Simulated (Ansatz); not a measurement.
Species: C$_{5}$H$_{11}$F$_{3}$Si, SMILES `CCC[C@@H]([SiH3])C(F)(F)F` (C–C–C–C torsion 176°, C–C–C–Si torsion 59°) (charge 0, multiplicity 1).

Give a relaxed geometry from B3LYP-D3(BJ)/def2-SVP (Ansatz, a program for electronic structure).

Several could match; the one computed here: the end point of this relaxation, one of several conformers (outside a Z-matrix the atoms follow the SMILES, hydrogens last).
Z-matrix (Å, degrees):
```
C
H 1 1.1026
H 1 1.1037 2 106.18
C 1 1.5297 2 109.03 3 -117.94
H 4 1.1044 1 110.05 2 176.70
H 4 1.1048 5 105.77 1 -117.84
C 4 1.5274 5 109.21 6 -118.14
H 7 1.1010 4 111.51 5 57.43
H 7 1.1024 8 107.75 4 -122.21
H 7 1.1024 8 107.72 9 -115.62
C 1 1.5407 2 108.66 3 117.16
H 11 1.1040 1 109.12 2 62.52
C 11 1.5141 12 105.37 1 119.59
F 13 1.3459 11 111.82 12 52.66
F 13 1.3479 14 106.74 11 123.34
F 13 1.3516 14 107.19 15 114.06
Si 11 1.9208 12 106.72 13 118.48
H 17 1.4872 11 110.59 12 -81.10
H 17 1.4897 18 109.15 11 -119.50
H 17 1.4899 18 109.91 19 -119.68
```
